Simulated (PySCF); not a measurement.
## Correlation energy of Ar²⁺ (argon, charge +2)

[Ne] 3s2 3p3 3d1, high-spin 5D determinant (an excited configuration). Computed with PySCF 2.14 in dyall-acv3z (19s12p6d4f, 113 functions), with no relativity, point nucleus. Frozen: [Ne]; 6 electrons correlated; the 23 highest virtual orbitals of each spin left out.

MP2 pair energies summed by pair of shells (mhartree):

| pair | energy | share (%) |
| --- | --- | --- |
| 3s-3p | -60.75 | 53.6 |
| 3p-3p | -17.19 | 15.2 |
| 3s-3d | -13.71 | 12.1 |
| 3p-3d | -11.41 | 10.1 |
| 3s-3s | -10.23 | 9.0 |

Total MP2 correlation energy: -113.29 mhartree.

Same-spin part -33.38 and opposite-spin part -79.91 mhartree; SCS-MP2 scales them by 1/3 and 6/5 to -107.02 mhartree.
